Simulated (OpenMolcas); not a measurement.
Ir5+ among 6 point charges of -1 e arranged as a trigonal antiprism (D3d), with a polar angle of 63.5° against the regular 54.74°.

```json
{"Program": "OpenMolcas", "Method": "CASSCF", "Basis": "ANO-RCC-VDZP [7s6p4d2f]", "Scalar Hamiltonian": "DKH2, point nucleus", "Active space": "4 electrons in 5 orbitals (5d)", "State averaging": "2S+1 = 5 even, 5 roots; 2S+1 = 3 even, 45 roots; 2S+1 = 1 even, 50 roots", "Spin-orbit coupling": "state interaction with AMFI integrals over the reference wave functions"}
```

All point charges move together. At R = 1.85 Å the first state of the same spin is 7491 cm-1, and at R = 1.95 Å it is 6125 cm-1.

**Question.** A third run gives 4416 cm-1. What distance was it run at?

**Answer.** With a power law R^-n the two known points give n = -ln(6125 / 7491) / ln(1.95 / 1.85) = 3.82. Then R = 1.85 × (7491 / 4416)^(1/3.82) = 2.124 Å. The run was at 2.13 Å, so the estimate is off by -0.006 Å.

Without dynamic correlation the repulsion within the d shell is too large (B by tens of per cent), so at a given field states of lower spin stand too high. Point charges give a weaker field than real ligands, and real ions of this kind are as a rule low spin; the high spin found here belongs to the model. Spin-orbit coupling mixes the spin-free states strongly: the lowest level takes only 48 % from its leading state, 5E (figures for R = 1.85; the like holds for R = 1.95, R = 2.13). Point charges carry no covalency, so the field is a model and not that of real ligands. No measured value stands beside these numbers.
